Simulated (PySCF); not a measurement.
An element was calculated at PBE0 (PySCF 2.14, non-relativistic, a triple-zeta basis, no spin-orbit coupling), in the ground configurations that NIST lists.

* first ionisation energy: 7.027 eV
* second ionisation energy: 15.783 eV
* third ionisation energy: 34.085 eV
* polarisability of the atom: 79.8 bohr³

Which element is it?

Manganese (Mn, Z = 25), in aug-cc-pwCVTZ. NIST lists 7.434, 15.640, 33.668 ± 0.012 eV for these ionisation energies.
